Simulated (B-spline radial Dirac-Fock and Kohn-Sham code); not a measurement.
**Scattering functions of Sn⁶⁺**

System: tin as Sn⁶⁺, [Kr] 4d8.

Level of theory: Dirac-Fock orbitals of the configuration average with a finite nucleus; an atomic code on a B-spline grid. f₀ is the Fourier transform of the spherical electron density, S the Waller-Hartree incoherent function, and s = sin θ/λ.

| s (Å⁻¹) | f₀ | S |
| --- | --- | --- |
| 0 | 44.000 | 0.000 |
| 0.07 | 43.348 | 0.618 |
| 0.09 | 42.933 | 1.001 |
| 0.12 | 42.140 | 1.714 |
| 0.14 | 41.509 | 2.263 |
| 0.18 | 40.040 | 3.487 |
| 0.22 | 38.358 | 4.803 |
| 0.28 | 35.606 | 6.804 |
| 0.34 | 32.790 | 8.727 |
| 0.43 | 28.841 | 11.402 |
| 0.53 | 25.186 | 14.132 |
| 0.66 | 21.683 | 17.347 |
| 0.82 | 18.769 | 20.687 |
| 1.02 | 16.128 | 23.880 |
| 1.26 | 13.381 | 26.738 |
| 1.57 | 10.282 | 29.628 |
| 1.95 | 7.617 | 32.399 |
| 2.42 | 5.888 | 34.949 |
| 3.01 | 4.842 | 37.219 |
| 3.75 | 3.876 | 39.161 |
| 4.66 | 2.829 | 40.676 |
| 5.79 | 1.947 | 41.742 |
| 7.19 | 1.411 | 42.455 |

f₀ starts at the number of electrons, 44, and has fallen to half at s ≈ 0.65 Å⁻¹. The sum of ⟨r²⟩ over the electrons is 18.34 bohr².

Values without a named source are computed, but for edge energies of neutral atoms, which are taken from tables.
